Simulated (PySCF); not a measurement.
Two species compared at the same levels of theory.

First species: C6H18N2Si.
Cartesian coordinates in Å at the GFN2-xTB level; atoms count from 1:
```
atom  x, y, z in Å
C1     3.5721   -0.6482   -0.9560
C2     2.5969    0.5154   -0.8320
C3     1.8777    0.5103    0.5166
N4     1.0329   -0.6752    0.6361
N5    -0.1044   -0.5994   -0.2133
Si6   -1.6884   -0.0675    0.2391
C7    -2.6727    0.0105   -1.3833
C8    -1.5805    1.6460    1.0712
C9    -2.5561   -1.2514    1.4689
H10    4.0029   -0.6834   -1.9541
H11    4.3798   -0.5461   -0.2345
H12    3.0550   -1.5835   -0.7613
H13    3.1291    1.4621   -0.9445
H14    1.8473    0.4548   -1.6220
H15    2.6120    0.4656    1.3248
H16    1.2942    1.4368    0.6192
H17    0.7204   -0.7697    1.5989
H18    0.0083   -1.2365   -0.9886
H19   -2.2229    0.6955   -2.0939
H20   -2.7383   -0.9633   -1.8568
H21   -3.6854    0.3495   -1.1945
H22   -0.9652    1.6165    1.9662
H23   -2.5658    1.9923    1.3697
H24   -1.1603    2.3934    0.4051
H25   -2.6572   -2.2484    1.0490
H26   -1.9992   -1.3465    2.3976
H27   -3.5523   -0.9031    1.7252
```

Second species: C₈H₁₇N.
Cartesian coordinates in Å at the GFN2-xTB level; atoms count from 1:
```
atom  x, y, z in Å
C1     2.796   -0.757   -0.099
C2     1.349   -0.910    0.357
C3     0.448    0.170   -0.261
C4     0.829    1.492    0.328
N5     1.285    2.403   -0.402
C6    -1.073   -0.105   -0.103
C7    -1.842    1.149   -0.535
C8    -1.482   -1.258   -1.025
C9    -1.454   -0.455    1.337
H10    2.868   -0.860   -1.180
H11    3.421   -1.519    0.362
H12    3.184    0.221    0.174
H13    1.310   -0.844    1.446
H14    0.991   -1.897    0.066
H15    0.661    0.229   -1.332
H16    0.705    1.573    1.419
H17    1.539    3.269    0.070
H18   -1.661    1.972    0.153
H19   -2.912    0.950   -0.553
H20   -1.531    1.464   -1.528
H21   -1.235   -1.026   -2.059
H22   -0.983   -2.184   -0.752
H23   -2.555   -1.425   -0.961
H24   -1.010   -1.399    1.644
H25   -2.535   -0.550    1.417
H26   -1.135    0.321    2.029
```

Levels: PBE0/pcSseg-1 for dipole moment, HOMO energy, LUMO energy and HOMO–LUMO gap; GFN2-xTB for rotational constant A and rotational constant C. Geometries: GFN2-xTB. Each structure is a single optimised conformer of the isolated species, non-relativistic unless stated. Electronic properties by PySCF.

The conformers computed, where there is a choice (atom-mapped SMILES and torsion angles):
- `[CH3:1][CH2:2][CH2:3][NH:4][NH:5][Si:6]([CH3:7])([CH3:8])[CH3:9]`: C1–C2–C3–N4 -65°, C2–C3–N4–N5 -71°, C3–N4–N5–Si6 -96°, N4–N5–Si6–C7 173°
- `[H]/[N:5]=[CH:4]/[C@@H:3]([CH2:2][CH3:1])[C:6]([CH3:7])([CH3:8])[CH3:9]`: C1–C2–C3–C4 -68°, C2–C3–C4–N5 117°, C2–C3–C6–C7 170°

Values for the first species:

```
Dipole moment         : 0.84 D
HOMO energy           : -6.11 eV
LUMO energy           : 0.97 eV
HOMO–LUMO gap         : 7.08 eV
Rotational constant A : 2.287 GHz
Rotational constant C : 0.616 GHz
```

Estimate the same properties for the second species, and the change in each.

```json
{"property": "dipole moment", "first": "0.84 D", "second": "1.74 D", "second less first": "+0.90 D"}
{"property": "HOMO energy", "first": "-6.11 eV", "second": "-7.17 eV", "second less first": "-1.06 eV"}
{"property": "LUMO energy", "first": "0.97 eV", "second": "0.10 eV", "second less first": "-0.87 eV"}
{"property": "HOMO–LUMO gap", "first": "7.08 eV", "second": "7.27 eV", "second less first": "+0.19 eV"}
{"property": "rotational constant A", "first": "2.287 GHz", "second": "1.938 GHz", "second less first": "-0.349 GHz"}
{"property": "rotational constant C", "first": "0.616 GHz", "second": "0.974 GHz", "second less first": "+0.358 GHz"}
```

On the first: A dipole of 0.84 D is allowed in C1, and pure rotational transitions are dipole-allowed. In atomic units the dipole is 0.33 e·bohr (1 au = 2.5417 D).

On the second: In atomic units the dipole is 0.68 e·bohr (1 au = 2.5417 D). A dipole of 1.74 D is allowed in C1, and pure rotational transitions are dipole-allowed.
